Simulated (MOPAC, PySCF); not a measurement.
H$_{7}$FSSi$_{3}$, SMILES `S[Si@H]([SiH3])[SiH2]F` (F–Si–Si–S torsion -170°, Si–Si–S–H torsion -155°), neutral singlet in the gas phase. 

Z-matrix (Å, degrees):
```
Si
H 1 1.5009
S 1 2.1681 2 111.90
H 3 1.3547 1 95.23 2 86.01
Si 1 2.3437 2 110.67 3 122.34
H 5 1.4951 1 109.19 2 171.55
H 5 1.4961 6 109.46 1 121.63
H 5 1.4981 6 108.80 7 119.03
Si 1 2.3506 2 110.64 3 -114.04
F 9 1.6263 1 109.36 2 -50.72
H 9 1.4950 10 107.94 1 119.94
H 9 1.4962 11 109.29 10 -117.18
```
Charge 0, multiplicity 1.

All levels are single points at this geometry (PBE-D3(BJ)/def2-TZVP); Pople sets use spherical d functions. Orbital energies aren't observables, and empty levels follow the basis.

```
level                          HOMO (eV)  LUMO (eV)  gap (eV)  dipole (D)  vertical IE, Delta-SCF (eV)
-----------------------------  ---------  ---------  --------  ----------  ---------------------------
PBE-D3(BJ)/def2-TZVP in PySCF      -6.36      -2.06      4.31        1.32                            –
B3LYP/3-21G in PySCF               -7.21      -1.10      6.11        1.56                            –
B3LYP/6-311+G** in PySCF           -7.35      -1.48      5.87        1.56                            –
B3LYP/6-31G* in PySCF              -7.18      -1.14      6.03        1.34                         9.41
B3LYP/LANL2DZ in PySCF             -7.31      -1.19      6.11        1.96                            –
BP86/6-31G* in PySCF               -6.32      -1.86      4.46        1.29                            –
PBE/6-31G* in PySCF                -6.22      -1.81      4.40        1.30                            –
SVWN5/6-31G* in PySCF              -6.28      -2.02      4.26        1.37                            –
HF/3-21G in PySCF                 -10.38       2.03     12.41        1.79                            –
HF/6-31G* in PySCF                -10.26       2.15     12.42        1.46                            –
HF/STO-3G in PySCF                 -6.97       9.44     16.40        1.07                            –
PM3 in MOPAC                       -9.09      -2.21      6.89        1.44                            –
PM6 in MOPAC                       -8.54      -1.42      7.12        1.38                            –
```
